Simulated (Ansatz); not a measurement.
Steps of a relaxation of `FC1=C[C@@H](F)[C@H](F)C1` with RKS PBE-D4/def2-SVP.

```sh
$ ansatz run in.yaml --threads 8 --pin off --events-out ev --progress --plain --max-ram 20889MiB
```

```yaml
crystal:
  periodic: [false, false, false]
  atoms:
    - {symbol: F, position_ang: [1.760400, 1.879800, 0.628700]}
    - {symbol: C, position_ang: [0.855200, 0.952700, 0.248100]}
    - {symbol: C, position_ang: [0.191300, 0.957600, -0.936700]}
    - {symbol: C, position_ang: [-0.563100, -0.242400, -1.055000]}
    - {symbol: F, position_ang: [-0.053600, -1.158100, -1.906500]}
    - {symbol: C, position_ang: [-0.668800, -0.801400, 0.370700]}
    - {symbol: F, position_ang: [-1.771100, -0.374300, 1.005600]}
    - {symbol: C, position_ang: [0.585400, -0.215700, 1.083100]}
    - {symbol: H, position_ang: [0.334100, 1.728600, -1.643000]}
    - {symbol: H, position_ang: [-1.635800, -0.011900, -1.396800]}
    - {symbol: H, position_ang: [-0.689300, -1.910200, 0.418600]}
    - {symbol: H, position_ang: [0.330500, 0.059300, 2.135600]}
    - {symbol: H, position_ang: [1.345100, -0.898900, 1.062400]}
basis:
  gaussian: {orbitals: def2-SVP}
hamiltonian: {xc: pbe, dispersion: d4}
relax: {f_tol: 0.03, max_steps: 200}
```

Positions (Å) and forces (eV/Å) along the path, 6 of 6 steps:

```xyz
13
step=1 energy=-13391.4805 eV
F     1.760    1.880    0.629   -0.517   -0.368   -0.028
C     0.855    0.953    0.248    0.580    1.051   -1.100
C     0.191    0.958   -0.937    2.048    1.128    1.862
C    -0.563   -0.242   -1.055   -3.963   -0.410   -0.034
F    -0.054   -1.158   -1.907    0.922   -1.141   -1.048
C    -0.669   -0.801    0.371    1.757   -0.662    0.474
F    -1.771   -0.374    1.006   -1.551    0.823    0.510
C     0.585   -0.216    1.083   -3.132    1.402    0.922
H     0.334    1.729   -1.643    0.027    1.059   -1.301
H    -1.636   -0.012   -1.397    0.658   -0.309    0.178
H    -0.689   -1.910    0.419    0.193   -0.119   -0.400
H     0.331    0.059    2.136    0.136   -0.198   -0.185
H     1.345   -0.899    1.062    2.842   -2.256    0.150
13
step=2 energy=-13391.9114 eV
F     1.733    1.899    0.651   -0.157   -0.307   -0.089
C     0.879    0.949    0.235    0.122    0.680   -0.321
C     0.216    0.967   -0.944    0.898    0.610    0.564
C    -0.611   -0.240   -1.059   -1.437    0.025    0.204
F    -0.077   -1.176   -1.912    0.389   -0.540   -0.548
C    -0.661   -0.799    0.383    0.779   -0.463    0.050
F    -1.797   -0.360    1.002   -0.610    0.340    0.348
C     0.588   -0.220    1.101   -1.103    0.121    0.123
H     0.357    1.752   -1.682   -0.093    0.199   -0.386
H    -1.669   -0.025   -1.392    0.390   -0.130    0.099
H    -0.675   -1.912    0.375    0.038    0.024   -0.100
H     0.328    0.058    2.145    0.086   -0.041   -0.054
H     1.409   -0.930    1.112    0.699   -0.517    0.111
13
step=3 energy=-13391.9843 eV
F     1.761    1.880    0.644   -0.071   -0.075    0.046
C     0.873    0.968    0.236    0.186    0.010   -0.049
C     0.231    0.985   -0.948    0.027    0.137    0.026
C    -0.629   -0.236   -1.055   -0.104    0.062    0.143
F    -0.077   -1.178   -1.927    0.045   -0.049   -0.059
C    -0.661   -0.812    0.390    0.263    0.025   -0.098
F    -1.812   -0.369    1.021   -0.098    0.000    0.036
C     0.570   -0.218    1.105   -0.134   -0.067   -0.023
H     0.359    1.767   -1.709   -0.073   -0.116   -0.032
H    -1.671   -0.033   -1.385   -0.022   -0.016   -0.045
H    -0.666   -1.924    0.354   -0.032    0.053    0.024
H     0.315    0.060    2.147    0.000    0.002    0.028
H     1.427   -0.925    1.142    0.014    0.035    0.002
13
step=4 energy=-13391.9886 eV
F     1.768    1.871    0.649    0.030   -0.036    0.013
C     0.887    0.960    0.230   -0.078    0.051    0.015
C     0.228    0.990   -0.945    0.032    0.012    0.012
C    -0.634   -0.232   -1.053    0.076    0.044    0.078
F    -0.074   -1.171   -1.930   -0.005    0.000   -0.002
C    -0.656   -0.811    0.389    0.024    0.000   -0.057
F    -1.813   -0.374    1.021   -0.013   -0.016    0.012
C     0.568   -0.218    1.106    0.064   -0.049   -0.061
H     0.347    1.763   -1.716   -0.038   -0.055   -0.011
H    -1.675   -0.035   -1.387   -0.022   -0.003   -0.019
H    -0.662   -1.921    0.351   -0.018    0.008    0.016
H     0.309    0.066    2.146   -0.006    0.020   -0.002
H     1.428   -0.923    1.154   -0.044    0.025    0.006
13
step=5 energy=-13391.9899 eV
F     1.775    1.865    0.650    0.016   -0.002    0.011
C     0.885    0.964    0.233   -0.030   -0.009   -0.018
C     0.226    0.993   -0.943    0.019   -0.006    0.016
C    -0.634   -0.229   -1.050    0.028    0.012    0.011
F    -0.071   -1.167   -1.928   -0.002    0.011    0.006
C    -0.655   -0.811    0.388   -0.035    0.000   -0.013
F    -1.815   -0.378    1.023    0.021   -0.009   -0.003
C     0.567   -0.218    1.105    0.039   -0.004   -0.004
H     0.344    1.757   -1.722   -0.020   -0.013   -0.007
H    -1.675   -0.036   -1.388   -0.001   -0.001   -0.001
H    -0.662   -1.921    0.351   -0.003   -0.004    0.002
H     0.308    0.067    2.145   -0.004    0.003   -0.001
H     1.427   -0.922    1.153   -0.026    0.019    0.000
13
step=6 energy=-13391.9900 eV
F     1.779    1.861    0.650    0.002    0.000    0.002
C     0.886    0.964    0.232   -0.007   -0.006    0.000
C     0.226    0.994   -0.943    0.005    0.003    0.002
C    -0.633   -0.228   -1.049   -0.008   -0.001   -0.012
F    -0.068   -1.165   -1.928    0.000    0.003    0.005
C    -0.655   -0.811    0.388   -0.016    0.006    0.008
F    -1.815   -0.380    1.024    0.006   -0.002   -0.006
C     0.567   -0.217    1.104    0.018   -0.004    0.004
H     0.339    1.756   -1.724   -0.004   -0.002   -0.003
H    -1.675   -0.036   -1.388    0.003    0.001    0.001
H    -0.663   -1.921    0.350    0.004   -0.002   -0.002
H     0.306    0.069    2.144   -0.001    0.001   -0.002
H     1.426   -0.921    1.154   -0.003    0.003    0.003
```

It took 33 s on 8 threads of an Intel Xeon on a shared host, with 0.21 GiB of host memory at the peak.
